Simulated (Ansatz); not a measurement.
`O[Si]Br` + `O[SiH3]` → `O[Si]O[SiH3]` + HBr at 298.15 K and 1 bar (ligand exchange at the Si–Br bond).

Program: Ansatz. Geometries: PBE0-D4/def2-TZVP. ΔE: electronic, gas phase. CBS: MP2 limit from def2 TZ/QZ plus the TZ coupled-cluster correction, frozen cores. This one scheme is used for every species. For Br outer-core shells are correlated without core-valence functions, which leaves a few kJ/mol of doubt a bond. Scalar relativity is left out up to krypton. One conformer a species, not always the lowest.

```tsv
species	CCSD(T)/CBS energy (Eh)	H − E (kJ/mol)	S (J/(mol·K))
`O[Si]Br`	-2938.23569	52.8	291.2
`O[SiH3]`	-366.69042	113.6	257.8
`O[Si]O[SiH3]`	-731.01400	134.7	338.4
HBr	-2573.91920	24.6	198.6
```

H − E and S are ideal-gas, rigid-rotor, harmonic terms from PBE0-D4/def2-TZVP, for one conformer and one mirror image of each species. 1 Eh = 2625.50 kJ/mol, R = 8.31446 J/(mol·K).

Q: By hand: ΔE, ΔH, ΔS and ΔG.

A: ΔE = (-731.01400) + (-2573.91920) − (-2938.23569) − (-366.69042) = -0.00709 Eh = -18.6 kJ/mol. Δ(H − E) = 134.7 + 24.6 − 52.8 − 113.6 = -7.1, so ΔH = -25.7 kJ/mol. ΔS = 338.4 + 198.6 − 291.2 − 257.8 = -12.0 J/(mol·K). ΔG = -25.7 − 298.15 × (-12.0)/1000 = -22.1 kJ/mol.

Q: By hand: the equilibrium constant, and the temperature at which ΔG would vanish if ΔH and ΔS stayed fixed.

A: log₁₀ K = −ΔG/(RT ln 10) = 3.9. ΔG = 0 at ΔH/ΔS = 2142 K, though so small a ΔS makes that figure unsure.

The number of gas molecules stays the same, so ΔS is small and ΔH decides. A doubt of 5 kJ/mol in ΔE shifts log₁₀ K by 0.9 here. Other conformers and mirror images would add mixing entropy, several J/(mol·K) or more a flexible species. Modes under 60 cm⁻¹, often nearly free rotors, make the harmonic entropy too high. These are equilibria of isolated gas molecules and say nothing of rates. Largest T1 diagnostic: 0.014 (customary marks: 0.02 for closed shells, 0.045 for open ones).
